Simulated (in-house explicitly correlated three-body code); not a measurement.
Computed with an exponentially correlated three-body code. Model: two electrons around a point charge, non-relativistic, variational in 260 exponentially correlated functions (energies converged to about 1e-7 hartree, or 1e-8 relative for large Z).

Command:
```bash
python run_hyl.py task.json out
```
Settings (lengths in bohr, energies in hartree):
```
Z                      3
screening              0.03
interaction_strength   1
functions              260
states_tried           13
```

Run time, properties included: 49 s on 1 thread of Intel(R) Xeon(R) Platinum 8375C CPU @ 2.90GHz (Ice Lake), with other jobs on the host.

**Those bound S and P states to n = 4 that converged, binding against the one-electron ion.**

Given: nuclear charge 3; Yukawa screening of all interactions 0.03 1/bohr.

Computed: one-electron threshold -4.41067056 hartree.

| term | energy (hartree) | binding (eV) |
| --- | --- | --- |
| 1 1S | -7.13106409 | 74.026 |
| 2 3S | -4.9635437 | 15.044 |
| 2 1S | -4.89395632 | 13.151 |
| 2 3P | -4.88039454 | 12.782 |
| 2 1P | -4.84622553 | 11.852 |
| 3 3S | ? | ? |
| 3 1S | -4.58982295 | 4.875 |
| 3 3P | ? | ? |
| 3 1P | -4.57618672 | 4.5039 |
| 4 3S | -4.49664808 | 2.3396 |
| 4 1S | -4.48973892 | 2.1516 |
| 4 3P | -4.48814191 | 2.1081 |
| 4 1P | -4.48412716 | 1.9989 |

(1) What belongs in the row 3 3S?

(2) What belongs in the row 3 3P?

**Converged states only, values per electron or pair (inverse distances are <exp(-kr)/r>).**

```
term  mean r (bohr)  mean r squared (bohr²)  mean inverse r (1/bohr)  mean r12 (bohr)  mean inverse r12 (1/bohr)  mean cosine  mean p1 dot p2 (bohr⁻²)  delta r1 (bohr⁻³)  delta r12 (bohr⁻³)
1 1S        0.57284                  0.4464                    2.658          0.86242                     1.5379    -0.043624                  0.28886              6.851             0.53365
2 3S         1.4959                  3.7858                   1.7507           2.5652                     0.4326    -0.012602                 0.017463             4.5623                   -
2 1S          1.647                  4.7143                   1.7297           2.8499                    0.44644    -0.014568                 0.021591             4.5173            0.063996
2 3P         1.4212                  3.4825                   1.7308           2.4336                    0.47903    -0.054388                 -0.30377             4.2348                   -
2 1P         1.5253                  4.0636                   1.7166           2.5991                    0.46282     0.010308                  0.24976             4.3059           0.0097774
3 3S         3.2588                  20.733                   1.5898           6.0469                    0.18439   -0.0036845                 0.004716             4.3669                   -
3 1S              ?                       ?                        ?                ?                          ?            ?                        ?                  ?                   ?
3 3P          3.284                  21.417                   1.5843           6.1017                    0.19458    -0.014306                -0.076902             4.2804                   -
3 1P         3.4409                  23.622                   1.5802           6.4045                    0.19073    0.0028765                 0.071962             4.2988           0.0032497
4 3S         5.8611                  70.987                   1.5364           11.238                   0.093082   -0.0014654                0.0018322             4.3237                   -
4 1S              ?                       ?                        ?                ?                          ?            ?                        ?                  ?                   ?
4 3P         6.0019                  75.225                    1.534           11.521                   0.096414   -0.0055442                -0.029398             4.2903                   -
4 1P         6.2219                  81.005                   1.5323           11.956                   0.094822    0.0011317                 0.028776             4.2974           0.0013615
```

(3) What belongs in the row 3 1S?

(4) What belongs in the row 4 1S?

**Electric-dipole lines between converged S and P states, rate of the upper state's decay.**

| s state | p state | p minus s (eV) | oscillator strength from s | rate (1/s) |
| --- | --- | --- | --- | --- |
| 1 1S | 2 1P | 62.174 | 0.4546 | 2.5417e+10 |
| 1 1S | 3 1P | 69.522 | 0.10825 | 7.5678e+09 |
| 1 1S | 4 1P | ? | ? | ? |
| 2 1S | 2 1P | 1.2988 | 0.21457 | 5.2356e+06 |
| 2 1S | 3 1P | 8.647 | 0.25171 | 2.7221e+08 |
| 2 1S | 4 1P | 11.152 | 0.068936 | 1.24e+08 |
| 3 1S | 2 1P | -6.9771 | -0.094216 | 1.9901e+08 |
| 3 1S | 3 1P | 0.37106 | 0.37242 | 741680 |
| 3 1S | 4 1P | 2.8761 | 0.24911 | 2.9805e+07 |
| 4 1S | 2 1P | -9.7005 | -0.01817 | 7.4192e+07 |
| 4 1S | 3 1P | -2.3524 | -0.20265 | 4.8659e+07 |
| 4 1S | 4 1P | 0.1527 | 0.5291 | 178450 |
| 2 3S | 2 3P | 2.2626 | 0.30975 | 2.2936e+07 |
| 2 3S | 3 3P | 10.268 | 0.183 | 2.7908e+08 |
| 2 3S | 4 3P | 12.936 | 0.054421 | 1.3173e+08 |
| 3 3S | 2 3P | -7.4182 | -0.11669 | 2.7864e+08 |
| 3 3S | 3 3P | ? | ? | ? |
| 3 3S | 4 3P | 3.2556 | 0.17476 | 2.6791e+07 |
| 4 3S | 2 3P | -10.442 | -0.020886 | 9.8823e+07 |
| 4 3S | 3 3P | -2.4366 | -0.25231 | 6.5e+07 |
| 4 3S | 4 3P | 0.23146 | 0.72712 | 563470 |

(5) What belongs in the row 1 1S 4 1P?

(6) What belongs in the row 3 3S 3 3P?

**Static dipole response.**

```csv
state,polarisability (bohr³)
1 1S,0.19257
```

Results:

(1) energy (hartree): -4.60778173; binding (eV): 5.3637.

(2) energy (hartree): -4.58619186; binding (eV): 4.7762.

(3) mean r (bohr): 3.4915; mean r squared (bohr²): 24.04; mean inverse r (1/bohr): 1.5841; mean r12 (bohr): 6.5078; mean inverse r12 (1/bohr): 0.18702; mean cosine: -0.0044512; mean p1 dot p2 (bohr⁻²): 0.0061827; delta r1 (bohr⁻³): 4.358; delta r12 (bohr⁻³): 0.018363.

(4) mean r (bohr): 6.1895; mean r squared (bohr²): 79.52; mean inverse r (1/bohr): 1.534; mean r12 (bohr): 11.893; mean inverse r12 (1/bohr): 0.093689; mean cosine: -0.0018094; mean p1 dot p2 (bohr⁻²): 0.0024651; delta r1 (bohr⁻³): 4.3206; delta r12 (bohr⁻³): 0.007315.

(5) p minus s (eV): 72.027; oscillator strength from s: 0.040833; rate (1/s): 3.064e+09.

(6) p minus s (eV): 0.58749; oscillator strength from s: 0.52149; rate (1/s): 2.6034e+06.
